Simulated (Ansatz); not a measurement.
## Ligand exchange: GaH(SH)2 + C5H10S → Ga(SH)3 + C5H10

Gas-phase species: GaH(SH)2, singlet; C5H10S (cyclopentanethiol) `SC1CCCC1`, singlet; Ga(SH)3, singlet; C5H10 (cyclopentane) `C1CCCC1`, singlet. The partners trade H for SH: Ga–H and C–SH bonds give way to Ga–SH and C–H.

Shapes, held fixed at every level: PBE0-D4/def2-TZVP. Flexible molecules stand in one conformer, not always the lowest. Programs: Ansatz 0.2.0. Electronic energies: no zero-point or thermal term.

| level | kind | ΔE (kJ/mol) | less CCSD(T)/def2-TZVPP |
| --- | --- | --- | --- |
| HF/def2-SVP | Hartree–Fock | -138.3 | -9.5 |
| r2SCAN-D4/def2-TZVPP | meta-GGA | -129.9 | -1.1 |
| BHLYP-D4/def2-TZVPP | global hybrid | -133.8 | -5.0 |
| PBE0-D4/def2-TZVPP | global hybrid | -129.0 | -0.2 |
| MP2/def2-SVP | perturbation theory | -129.1 | -0.3 |
| MP2/def2-TZVPP | perturbation theory | -130.9 | -2.1 |
| CCSD(T)/def2-SVP | coupled cluster or CI | -126.7 | +2.1 |
| CCSD(T)/def2-TZVPP | coupled cluster or CI | -128.8 | 0.0 |

The highest level, CCSD(T)/def2-TZVPP, gives ΔE = -128.8 kJ/mol; the levels span -138.3 to -126.7. The column of differences is taken from that level and isn't an error. No measured value is set beside it here. Relativity is left out for Ga. Outer-core shells of Ga are correlated, in sets that cover them unevenly.
